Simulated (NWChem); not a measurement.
System: SnICl, singlet; SMILES [Cl][Sn][I]

NWChem input:

```
start job
memory heap 200 mb stack 900 mb global 1100 mb
geometry units angstroms noautoz
  Sn    -0.673159     1.000869     0.000000
  Cl     1.436963     2.122452     0.000000
  I      0.171872    -1.610371     0.000000
end
basis spherical
  * library def2-qzvp
end
ecp
  Sn library def2-ecp
  I library def2-ecp
end
dft
  xc xtpss03 ctpss03
  iterations 150
  semidirect filesize 400000000
  mulliken
end
task dft energy
```

Low-valent species are run as closed-shell singlets; no triplet was tried in these runs. Coordinates come from a PBE0/def2-SVP optimisation. def2 effective core potentials on Sn, I; no spin-orbit coupling.

**Question.** Give the results of this calculation. (TPSS/def2-QZVP with def2 effective core potentials on Sn, I.) Quantities: basis functions; energy (Ha); highest occupied level (eV); orbital gap (eV); dipole (D).

**Answer.** 
```json
{
 "number_of_basis_functions": "234",
 "energy (Ha)": "-972.18",
 "highest occupied level (eV)": "-6.56",
 "orbital gap (eV)": "2.71",
 "dipole (D)": "2.82"
}
```
